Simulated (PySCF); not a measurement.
Species: C6H5F.
Bonds: C1–C2 (double), C2–C3 (double), C3–C4, C4–C5 (triple), C5–C6, C6–F7. Hydrogens: H8, H9 on C1; H10 on C3; H11, H12 on C6.

The calculation used PBE0-D3(BJ)/def2-SVP geometry optimisation, gas phase in PySCF.

Question: What internal coordinates does the optimisation give?

Answer: 
```json
{"bond": "C1=C2", "length (Å)": "1.304", "order": "double"}
{"bond": "C2=C3", "length (Å)": "1.319", "order": "double"}
{"bond": "C3–C4", "length (Å)": "1.423", "order": "single"}
{"bond": "C4≡C5", "length (Å)": "1.214", "order": "triple"}
{"bond": "C5–C6", "length (Å)": "1.457", "order": "single"}
{"bond": "C6–F7", "length (Å)": "1.371", "order": "single"}
{"bond": "C1–H8, C1–H9", "length (Å)": "1.096", "order": "single"}
{"bond": "C3–H10", "length (Å)": "1.099", "order": "single"}
{"bond": "C6–H11, C6–H12", "length (Å)": "1.105", "order": "single"}
```

Bonds in one row agree within 0.01 Å and their mean is given. Orders are formal, as drawn. A selection of angles:
```json
{"angle": "C2–C1–H8", "degrees": "121.2"}
{"angle": "H8–C1–H9", "degrees": "117.6"}
{"angle": "C1–C2–C3", "degrees": "179.2"}
{"angle": "C2–C3–C4", "degrees": "124.8"}
{"angle": "C2–C3–H10", "degrees": "118.5"}
{"angle": "C4–C3–H10", "degrees": "116.8"}
{"angle": "C3–C4–C5", "degrees": "178.2"}
{"angle": "C4–C5–C6", "degrees": "179.4"}
{"angle": "C5–C6–F7", "degrees": "112.1"}
{"angle": "C5–C6–H11", "degrees": "109.8"}
{"angle": "F7–C6–H11", "degrees": "108.6"}
{"angle": "H11–C6–H12", "degrees": "107.7"}
```

The C–C distances run from 1.214 Å (C4≡C5, drawn triple) to 1.457 Å (C5–C6, drawn single), a spread of 0.243 Å. The 7 heavy atoms lie in one plane (0.006 Å rms).

Point group: Cs (every atom within 0.08 Å of its image). No PBE0-D3(BJ)/def2-SVP frequencies stand behind this structure, so it isn't proved a minimum.
